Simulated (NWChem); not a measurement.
The numbers come from NWChem runs, not from measurements. System: C₃H₁₀Si, charge 0, spin multiplicity 1, at a geometry optimised with B3LYP/def2-SVP. The structure started from a generated list of species. Level: MP2/def2-TZVP, 8 core orbitals frozen.

The NWChem input:

```
start mol
memory heap 200 mb stack 800 mb global 1000 mb
geometry units angstroms nocenter noautoz
  C     -0.028184     2.314079     0.000000
  C      0.657797     0.939978     0.000000
  Si    -0.523366    -0.544603     0.000000
  C      0.418916    -2.182327     0.000000
  H      0.705705     3.137139     0.000000
  H     -0.669130     2.447638    -0.887313
  H     -0.669130     2.447638     0.887313
  H      1.319580     0.844304     0.880355
  H      1.319580     0.844304    -0.880355
  H     -1.408551    -0.474376    -1.206138
  H     -1.408551    -0.474376     1.206138
  H      1.061452    -2.270517     0.891299
  H     -0.276451    -3.037178     0.000000
  H      1.061452    -2.270517    -0.891299
  symmetry group Cs
end
basis spherical
  * library def2-tzvp
end
scf
  rhf
  nopen 0
  maxiter 100
  thresh 1e-7
  semidirect memsize 60000000 filesize 0
end
mp2
  freeze core 8
end
task mp2 energy
```

Output (cleaned and shortened):

```
             Northwest Computational Chemistry Package (NWChem) 7.3.0
             --------------------------------------------------------

                                NWChem Input Module
                                -------------------

 Scaling coordinates for geometry "geometry" by  1.889725989
 (inverse scale =  0.529177249)

 Turning off AUTOSYM since
 SYMMETRY directive was detected!

                             Geometry "geometry" -> ""
                             -------------------------

 Output coordinates in angstroms (scale by  1.889725989 to convert to a.u.)

  No.       Tag          Charge          X              Y              Z
 ---- ---------------- ---------- -------------- -------------- --------------
    1 C                    6.0000    -0.02818400     2.31407900     0.00000000
    2 C                    6.0000     0.65779700     0.93997800     0.00000000
    3 Si                  14.0000    -0.52336600    -0.54460300     0.00000000
    4 C                    6.0000     0.41891600    -2.18232700     0.00000000
    5 H                    1.0000     0.70570500     3.13713900     0.00000000
    6 H                    1.0000    -0.66913000     2.44763800    -0.88731300
    7 H                    1.0000    -0.66913000     2.44763800     0.88731300
    8 H                    1.0000     1.31958000     0.84430400     0.88035500
    9 H                    1.0000     1.31958000     0.84430400    -0.88035500
   10 H                    1.0000    -1.40855100    -0.47437600    -1.20613800
   11 H                    1.0000    -1.40855100    -0.47437600     1.20613800
   12 H                    1.0000     1.06145200    -2.27051700     0.89129900
   13 H                    1.0000    -0.27645100    -3.03717800     0.00000000
   14 H                    1.0000     1.06145200    -2.27051700    -0.89129900

 Effective nuclear repulsion energy (a.u.)     169.2997836000

            Nuclear Dipole moment (a.u.)
            ----------------------------
        X                 Y               Z
 ---------------- ---------------- ----------------
     0.0000113384    -0.0000056692     0.0000000000

      Symmetry information
      --------------------

 Group name             Cs
 Group number              2
 Group order               2
 No. of unique centers    10

      Symmetry unique atoms

     1    2    3    4    5    6    8   10   12   13


 Summary of "ao basis" -> "" (spherical)
 ------------------------------------------------------------------------------
       Tag                 Description            Shells   Functions and Types
 ---------------- ------------------------------  ------  ---------------------
 *                         def2-tzvp                  on all atoms

 Summary of "ao basis" -> "ao basis" (spherical)
 ------------------------------------------------------------------------------
       Tag                 Description            Shells   Functions and Types
 ---------------- ------------------------------  ------  ---------------------
 C                         def2-tzvp                11       31   5s3p2d1f
 Si                        def2-tzvp                13       37   5s5p2d1f
 H                         def2-tzvp                 4        6   3s1p

                                 NWChem SCF Module
                                 -----------------

  ao basis        = "ao basis"
  functions       =   190
  atoms           =    14
  closed shells   =    21
  open shells     =     0
  charge          =   0.00
[...]
   139     -1.311685   6 H  s               145     -1.311685   7 H  s
   112     -1.049518   4 C  py               81      0.959328   3 Si py

 center of mass
 --------------
 x =  -0.02592006 y =  -0.02991089 z =   0.00000000

 moments of inertia (a.u.)
 ------------------
         684.027673408264          -7.626391828512           0.000000000000
          -7.626391828512         121.063029216879           0.000000000000
           0.000000000000           0.000000000000         750.219766673575

  Mulliken analysis of the total density
  --------------------------------------

    Atom       Charge   Shell Charges
 -----------   ------   -------------------------------------------------------
    1 C    6     6.32   0.85  1.12  0.47  0.67  0.10  1.24  1.39  0.38  0.02  0.06  0.00
    2 C    6     6.32   0.85  1.12  0.46  0.71  0.01  1.23  1.47  0.37  0.02  0.07  0.00
    3 Si  14    13.57   2.00  0.58  1.39  0.78  0.44  4.12  1.73  0.53  1.33  0.26  0.15  0.22  0.04
    4 C    6     6.51   0.85  1.12  0.46  0.71  0.06  1.24  1.51  0.48  0.01  0.03  0.00
    5 H    1     0.89   0.26  0.50  0.11  0.02
    6 H    1     0.89   0.26  0.50  0.11  0.02
    7 H    1     0.89   0.26  0.50  0.11  0.02
    8 H    1     0.90   0.26  0.50  0.12  0.02
    9 H    1     0.90   0.26  0.50  0.12  0.02
   10 H    1     1.07   0.24  0.57  0.26  0.01
   11 H    1     1.07   0.24  0.57  0.26  0.01
   12 H    1     0.88   0.26  0.49  0.11  0.02
   13 H    1     0.88   0.26  0.49  0.11  0.02
   14 H    1     0.88   0.26  0.49  0.11  0.02

       Multipole analysis of the density wrt the origin
       ------------------------------------------------

     L   x y z        total         open         nuclear
     -   - - -        -----         ----         -------
     0   0 0 0     -0.000000      0.000000     42.000000

     1   1 0 0      0.305917      0.000000      0.000011
     1   0 1 0     -0.016573      0.000000     -0.000006
     1   0 0 1      0.000000      0.000000      0.000000

     2   2 0 0    -27.803745      0.000000     66.645161
     2   1 1 0      0.037121      0.000000      1.236126
     2   1 0 1      0.000000      0.000000      0.000000
     2   0 2 0    -26.970397      0.000000    404.933466
     2   0 1 1      0.000000      0.000000      0.000000
     2   0 0 2    -27.184985      0.000000     27.222452

                   NWChem MP2 Semi-direct Energy/Gradient Module
                   ---------------------------------------------

  Basis functions       =    190
  Molecular orbitals    =    190
  Frozen core           =      8
  Frozen virtuals       =      0
  Active alpha occupied =     13
  Active beta occupied  =     13
  Active alpha virtual  =    169
  Active beta virtual   =    169
  Use MO symmetry       = T
  Use skeleton AO sym   = T

  AO/Fock/Back tols     =   1.0D-09  1.0D-09  1.0D-09

 GA uses MA = F    GA memory limited = T

 Available:
  local mem=  1.15D+08
 global mem=  1.31D+08
 local disk=  0.00D+00
  mp2_memr nvloc                   169
  nvloc new                   169
   1 passes of  13:        6291456                     183450                 126368548.
   1 passes of  13: M    114537412           G      130999800           F     108245956.
  mp2_memr nvloc                   169
  nvloc new                   169
   2 passes of   7:        6291456                     132770                  68073080.
   2 passes of   7: M    114537412           G      130999800           F     108245956.

 Semi-direct pass number   1 of   2  for RHF alpha+beta  at       54.9s
  vrange nnbf                 16909
  mp2_eaftype                   259  avail_ma_in_mb                   998
 EAF : mp2_eaftype filesize         259   34036540.
  mp2_eaf for mointskh                    259
Node 0 wrote    160.0 Mb in      0.1 s     Agg I/O rate:  1393.3 Mb/s
 Done moints_semi at       96.9s
  mp2_eaftype                   259  avail_ma_in_mb                   739
 EAF : mp2_eaftype filesize         259   34036540.
  mp2_eaf for kh                   259
 Done maket at       97.6s
 Semi-direct pass number   2 of   2  for RHF alpha+beta  at       97.6s
  vrange nnbf                 16909
  mp2_eaftype                   259  avail_ma_in_mb                   739
 EAF : mp2_eaftype filesize         259   34036540.
  mp2_eaf for mointskh                    259
Node 0 wrote    137.2 Mb in      0.1 s     Agg I/O rate:  1108.4 Mb/s
 Done moints_semi at      139.1s
  mp2_eaftype                   259  avail_ma_in_mb                   739
 EAF : mp2_eaftype filesize         259   34036540.
  mp2_eaf for kh                   259
 Done maket at      139.7s
 Done multipass loop at      139.7s

          -------------------------------------------
          SCF energy                -408.423954368780
          Correlation energy          -0.639063341725
          Singlet pairs               -0.440620932904
          Triplet pairs               -0.198442408821
          Total MP2 energy          -409.063017710505
          -------------------------------------------

          ---------------------------------------------------
                    Spin Component Scaled (SCS) MP2
          Same spin pairs                     -0.132294939214
          Same spin scaling factor             0.333333333333
          Opposite spin pairs                 -0.506768402511
          Opposite spin scaling fact.          1.200000000000
          SCS-MP2 correlation energy          -0.652220396085
          Total SCS-MP2 energy              -409.076174764865
          ---------------------------------------------------

 -----------------------
 Performance information
 -----------------------

 Timer overhead =  2.22D-07 seconds/call

               Nr. of calls         CPU time (s)                 Wall time (s)                GFlops
             ---------------    -------------------     ------------------------------   -------------------
Name         Min   Avg   Max    Min     Avg     Max     Min     Avg     Max   Mx/calls   Min     Max     Sum
mp2: moin     2     2     2    83.     83.     83.      83.     83.     83.     42.      0.0     0.0     0.0
mp2: make     2     2     2    1.4     1.4     1.4      1.4     1.4     1.4    0.71      0.0     0.0     0.0
mp2: tota     1     1     1    85.     85.     85.      85.     85.     85.     85.      0.0     0.0     0.0

 The average no. of pstat calls per process was 5.00D+00
 with a timing overhead of 1.11D-06s

 Task  times  cpu:      139.7s     wall:      139.7s

 Total times  cpu:      139.8s     wall:      139.8s
```
